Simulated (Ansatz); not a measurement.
`[Cl][AlH][Cl]` + CH₃SH → `C[S][AlH][Cl]` + HCl  (ligand exchange at the Al–Cl bond)

Calculated with Ansatz (gas phase, PBE0-D4/def2-TZVP geometries, no zero-point term in ΔE). CBS: MP2 limit from def2 TZ/QZ plus the TZ coupled-cluster correction, frozen cores. This one scheme is used for every species. Functionals use def2-TZVPP. HSE06 is defined as in plane-wave codes. One conformer a species, not always the lowest.

(1) Is it downhill or uphill in electronic energy at CCSD(T)/CBS, and by how much? (Best estimate.)

(2) What do these levels give: PBE-D4, r2SCANh-D4, r2SCAN0-D4, revPBE, HSE06, CAM-B3LYP? (Estimate.)

Largest T1 diagnostic among the species: 0.010.

Results:

(1) Ansatz gave: Uphill: ΔE = +52.3 kJ/mol.

(2) Ansatz gave: PBE-D4 45.5, r2SCANh-D4 53.1, r2SCAN0-D4 54.1, revPBE 50.8, HSE06 51.7, CAM-B3LYP 59.3 kJ/mol.

From PBE to PBE0 (25 % exact exchange), in def2-TZVPP and without D4, ΔE moves by +3.3 kJ/mol. The D4 term adds −4.9 kJ/mol with B3LYP and −2.8 kJ/mol with PBE0; it sums over pairs of atoms, weighted by their polarisabilities, and B3LYP, whose exchange is more repulsive, gets the larger term. In def2-TZVPP, CCSD(T) changes the Hartree–Fock value by −17.1 kJ/mol (the triples alone add −3.1 kJ/mol) and MP2 by −16.8 kJ/mol.

B3LYP here is the variant with VWN-RPA as its local correlation; programs differ in this.
